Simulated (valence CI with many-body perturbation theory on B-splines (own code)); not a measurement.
I13+: M1 decay

Calculated by relativistic CI+MBPT: four valence electrons over a frozen Dirac-Fock core [Kr], radial functions for each j: 9 s, 9 p, 10 d, 8 f, 5 g, 3 h, 1 i, with the one-electron correlation potential Σ1 (screened to all orders), the two-electron term Σ2, the three-electron term Σ3, Breit, model QED; selected single and double excitations, second order for the rest (own B-spline code, finite nucleus).

No measured spectrum was set against this ion. As an estimate, terms of the open shell hold to 2 to 4 % of their energy, and close levels can change places. Core correlation moves these levels by up to 7000 cm⁻¹, and in measured spectra 5 to 20 % of such shifts remained as error; rates that hang on mixing are uncertain with them. Only levels of the ground parity were solved; by the run's estimate the other parity begins above the list, which can be wrong where configurations are misplaced.

Lines 51 to 100 of 120 in falling wavelength, among levels below 22.706 eV, chosen from the decays that carry over 1 % of a level's rate. Wavelengths and rates use the calculated energies, so an error of 2000 cm⁻¹ moves a line at 4050 Å by 8.1 % and its rate by three times that or more. S is in atomic units (e²a₀⁴ for E2 and M2, e²a₀⁶ for E3), for M1 in squared Bohr magnetons. Weak lines are less certain than strong ones. Lines between different terms over intervals too small for the method are left out, as are lines whose strength nearly cancels. Where a level lies close to another of its J and parity, the split of strength between their lines is uncertain.

Names give the largest LS component (configuration and term), which can be under half, so a name can repeat, a term be missing and a line seem to break the LS rules; names also repeat where a configuration has a term twice. Letters in brackets count levels of one name in rising energy.

| λ vac (Å) | Upper | Lower | Type | A (s⁻¹) | S (a.u.) |
| --- | --- | --- | --- | --- | --- |
| 4050 | 4d4 1I_6 | 4d4 3H_5 | M1 | 6.19e+01 | 1.98e+00 |
| 3878 | 4d4 1G_4 [a] | 4d4 3G_4 | M1 | 3.60e+01 | 7.01e-01 |
| 3845 | 4d4 3P_2 [d] | 4d4 3P_2 [b] | M1 | 4.70e+01 | 4.96e-01 |
| 3821 | 4d4 3P_2 [c] | 4d4 3P_2 [a] | M1 | 3.55e+01 | 3.67e-01 |
| 3787 | 4d4 3G_3 | 4d4 5D_3 | M1 | 6.16e+01 | 8.68e-01 |
| 3673 | 4d4 1F_3 | 4d4 3F_3 [a] | M1 | 1.75e+01 | 2.25e-01 |
| 3530 | 4d4 3P_0 [a] | 4d4 5D_1 | M1 | 4.09e+02 | 6.67e-01 |
| 3458 | 4d4 3F_2 [a] | 4d4 5D_3 | M1 | 1.68e+00 | 1.29e-02 |
| 3428 | 4d4 3G_5 | 4d4 3H_4 | M1 | 2.03e+00 | 3.34e-02 |
| 3414 | 4d4 1F_3 | 4d4 3F_4 [a] | M1 | 7.68e+00 | 7.94e-02 |
| 3345 | 4d4 1F_3 | 4d4 3P_2 [a] | M1 | 3.42e+01 | 3.32e-01 |
| 3170 | 4d4 3G_3 | 4d4 5D_2 | M1 | 3.60e+01 | 2.98e-01 |
| 3124 | 4d4 3G_4 | 4d4 5D_4 | M1 | 2.38e+01 | 2.42e-01 |
| 3082 | 4d4 3F_2 [b] | 4d4 3D_1 | M1 | 6.05e+01 | 3.28e-01 |
| 3028 | 4d4 1F_3 | 4d4 3G_4 | M1 | 2.49e+01 | 1.79e-01 |
| 2953 | 4d4 3F_4 [b] | 4d4 3G_5 | M1 | 4.69e+01 | 4.03e-01 |
| 2941 | 4d4 3F_2 [b] | 4d4 3P_2 [b] | M1 | 5.87e+01 | 2.77e-01 |
| 2936 | 4d4 3F_2 [a] | 4d4 5D_2 | M1 | 7.16e+01 | 3.36e-01 |
| 2915 | 4d4 1G_4 [a] | 4d4 3H_5 | M1 | 2.20e+01 | 1.82e-01 |
| 2901 | 4d4 1S_0 [a] | 4d4 3P_1 [a] | M1 | 3.63e+02 | 3.29e-01 |
| 2891 | 4d4 3P_1 [a] | 4d4 5D_2 | M1 | 2.50e+02 | 6.73e-01 |
| 2825 | 4d4 1G_4 [a] | 4d4 3G_3 | M1 | 9.02e+00 | 6.78e-02 |
| 2816 | 4d4 3D_1 | 4d4 3P_0 [a] | M1 | 1.17e+02 | 2.90e-01 |
| 2798 | 4d4 3F_4 [a] | 4d4 5D_4 | M1 | 5.95e+01 | 4.35e-01 |
| 2788 | 4d4 3P_2 [c] | 4d4 3P_1 [a] | M1 | 2.66e+01 | 1.07e-01 |
| 2776 | 4d4 3G_4 | 4d4 5D_3 | M1 | 6.73e+00 | 4.80e-02 |
| 2747 | 4d4 3P_2 [c] | 4d4 3F_2 [a] | M1 | 2.29e+01 | 8.80e-02 |
| 2728 | 4d4 3F_4 [b] | 4d4 3D_3 | M1 | 1.25e+02 | 8.46e-01 |
| 2645 | 4d4 3F_3 [a] | 4d4 5D_4 | M1 | 6.81e+01 | 3.27e-01 |
| 2570 | 4d4 3P_2 [c] | 4d4 3G_3 | M1 | 6.51e+01 | 2.05e-01 |
| 2554 | 4d4 3P_2 [a] | 4d4 5D_3 | M1 | 1.57e+01 | 4.86e-02 |
| 2516 | 4d4 3F_2 [b] | 4d4 3D_3 | M1 | 3.13e+01 | 9.25e-02 |
| 2516 | 4d4 3F_4 [a] | 4d4 5D_3 | M1 | 4.67e+01 | 2.48e-01 |
| 2493 | 4d4 3F_2 [a] | 4d4 5D_1 | M1 | 8.22e+01 | 2.36e-01 |
| 2488 | 4d4 3F_4 [b] | 4d4 3F_3 [a] | M1 | 7.50e+00 | 3.85e-02 |
| 2419 | 4d4 3D_3 | 4d4 5D_4 | M1 | 2.35e+01 | 8.64e-02 |
| 2391 | 4d4 3F_3 [a] | 4d4 5D_3 | M1 | 1.65e+01 | 5.87e-02 |
| 2366 | 4d4 3F_4 [b] | 4d4 3F_4 [a] | M1 | 6.56e+01 | 2.90e-01 |
| 2345 | 4d4 1F_3 | 4d4 3G_3 | M1 | 3.79e+01 | 1.27e-01 |
| 2334 | 4d4 1G_4 [a] | 4d4 3H_4 | M1 | 1.73e+01 | 7.36e-02 |
| 2310 | 4d4 3F_2 [b] | 4d4 3F_3 [a] | M1 | 1.36e+02 | 3.11e-01 |
| 2266 | 4d4 3G_5 | 4d4 5D_4 | M1 | 7.52e+00 | 3.57e-02 |
| 2205 | 4d4 3D_3 | 4d4 5D_3 | M1 | 5.85e+01 | 1.63e-01 |
| 2176 | 4d4 3F_2 [b] | 4d4 3P_2 [a] | M1 | 2.18e+01 | 4.15e-02 |
| 2175 | 4d4 3F_4 [b] | 4d4 3G_4 | M1 | 1.33e+02 | 4.55e-01 |
| 2098 | 4d4 3P_2 [d] | 4d4 3P_1 [a] | M1 | 4.76e+01 | 8.16e-02 |
| 1997 | 4d4 1F_3 | 4d4 3H_4 | M1 | 3.02e+01 | 6.24e-02 |
| 1987 | 4d4 3P_2 [a] | 4d4 5D_1 | M1 | 1.67e+01 | 2.42e-02 |
| 1980 | 4d4 3D_3 | 4d4 5D_2 | M1 | 8.03e+01 | 1.62e-01 |
| 1972 | 4d4 3P_2 [d] | 4d4 3G_3 | M1 | 3.96e+01 | 5.63e-02 |
